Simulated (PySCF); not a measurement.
C4H12Sn, quintet, at a GFN2-xTB geometry of the parent state (such geometries of metal compounds can be far from the true shape) (a higher spin typed on purpose: for a closed-shell molecule this is an excited state) (all electrons, no relativity) (in this run its highest filled SCF level lies above zero, so its values depend strongly on the basis, on diffuse functions most of all); PySCF with B3LYP/STO-3G.

Here is a job for PySCF.
```python
from pyscf import gto, scf, dft

mol = gto.M(
    atom='''
C    -0.327347   -1.518834   -1.549445
Sn   -0.000000   -0.000000    0.000000
C    -0.053430    1.996137   -0.909602
C    -1.575570   -0.153808    1.519446
C     1.956347   -0.323495    0.939602
H    -1.290480   -1.374051   -2.024837
H    -0.304138   -2.512462   -1.117299
H     0.442887   -1.457328   -2.309408
H     0.106731    2.759911   -0.157550
H    -1.014042    2.173271   -1.379105
H     0.719324    2.089994   -1.663676
H    -2.550192    0.003538    1.072300
H    -1.563850   -1.134872    1.979838
H    -1.429419    0.590178    2.293855
H     2.000575   -1.306120    1.394658
H     2.747599   -0.250987    0.202548
H     2.135005    0.418930    1.708675
''',
    basis='sto-3g',
    charge=0,
    spin=4,
    verbose=4,
)

mf = dft.UKS(mol)
mf.xc = 'b3lyp'
mf.kernel()
```

What the program printed (banner, timings and long lists left out):

```
PySCF version 2.14.0

[INPUT] verbose = 4
[INPUT] num. atoms = 17
[INPUT] num. electrons = 86
[INPUT] charge = 0
[INPUT] spin (= nelec alpha-beta = 2S) = 4
[INPUT] symmetry False subgroup None
[INPUT] Mole.unit = angstrom
[INPUT] Symbol           X                Y                Z      unit          X                Y                Z       unit  Magmom
[...]
nuclear repulsion = 510.132801687584
number of shells = 35
number of NR pGTOs = 177
number of NR cGTOs = 59
basis = sto-3g
ecp = {}

******** <class 'pyscf.dft.uks.UKS'> ********
method = UKS
initial guess = minao
damping factor = 0
level_shift factor = 0
DIIS = <class 'pyscf.scf.diis.CDIIS'>
diis_start_cycle = 1
diis_space = 8
diis_damp = 0
SCF conv_tol = 1e-09
SCF conv_tol_grad = None
SCF max_cycles = 50
direct_scf = True
direct_scf_tol = 1e-13
number electrons alpha = 45  beta = 41
XC library pyscf.dft.libxc version 7.1.2
    S. Lehtola, C. Steigemann, M. J. T. Oliveira, and M. A. L. Marques,  SoftwareX 7, 1–5 (2018)
XC functionals = b3lyp
    P. J. Stephens, F. J. Devlin, C. F. Chabalowski, and M. J. Frisch,  J. Phys. Chem. 98, 11623 (1994)
radial grids:
    Treutler-Ahlrichs [JCP 102, 346 (1995); DOI:10.1063/1.469408] (M4) radial grids

becke partition: Becke, JCP 88, 2547 (1988); DOI:10.1063/1.454033
pruning grids: <function nwchem_prune>
grids dens level: 3
symmetrized grids: False
atomic radii adjust function: <function treutler_atomic_radii_adjust>
small_rho_cutoff = 0
Set gradient conv threshold to 3.16228e-05
tot grids = 196128
init E= -6106.5529180139

cycle= 1 E= -6122.16435893794  delta_E= -15.6  |g|= 0.535  |ddm|= 4.17

cycle= 2 E= -6122.12571730558  delta_E= 0.0386  |g|= 0.588  |ddm|= 2.95

cycle= 3 E= -6122.28398003574  delta_E= -0.158  |g|= 0.402  |ddm|= 3.05

cycle= 4 E= -6122.44054993998  delta_E= -0.157  |g|= 0.155  |ddm|= 1.91

cycle= 5 E= -6122.45498068287  delta_E= -0.0144  |g|= 0.112  |ddm|= 0.681

cycle= 6 E= -6122.4671255189  delta_E= -0.0121  |g|= 0.0401  |ddm|= 0.487

cycle= 7 E= -6122.4704194004  delta_E= -0.00329  |g|= 0.0124  |ddm|= 0.328

cycle= 8 E= -6122.47186387249  delta_E= -0.00144  |g|= 0.00925  |ddm|= 0.247

cycle= 9 E= -6122.47331847852  delta_E= -0.00145  |g|= 0.0102  |ddm|= 0.304

cycle= 10 E= -6122.47419574616  delta_E= -0.000877  |g|= 0.00979  |ddm|= 0.247

cycle= 11 E= -6122.47470038074  delta_E= -0.000505  |g|= 0.00608  |ddm|= 0.199

cycle= 12 E= -6122.47491501314  delta_E= -0.000215  |g|= 0.00124  |ddm|= 0.194

cycle= 13 E= -6122.47491983818  delta_E= -4.83e-06  |g|= 0.000361  |ddm|= 0.0189

cycle= 14 E= -6122.47492044931  delta_E= -6.11e-07  |g|= 0.000211  |ddm|= 0.00629

cycle= 15 E= -6122.47492066806  delta_E= -2.19e-07  |g|= 6.06e-05  |ddm|= 0.00469

cycle= 16 E= -6122.47492070581  delta_E= -3.77e-08  |g|= 3.57e-05  |ddm|= 0.00236

cycle= 17 E= -6122.47492071132  delta_E= -5.51e-09  |g|= 1.31e-05  |ddm|= 0.000901

cycle= 18 E= -6122.47492071208  delta_E= -7.59e-10  |g|= 5.08e-06  |ddm|= 0.000406

Extra cycle  E= -6122.47492071212  delta_E= -3.82e-11  |g|= 4.92e-06  |ddm|= 5.22e-05
converged SCF energy = -6122.47492071212  <S^2> = 6.0046639  2S+1 = 5.0018652
```
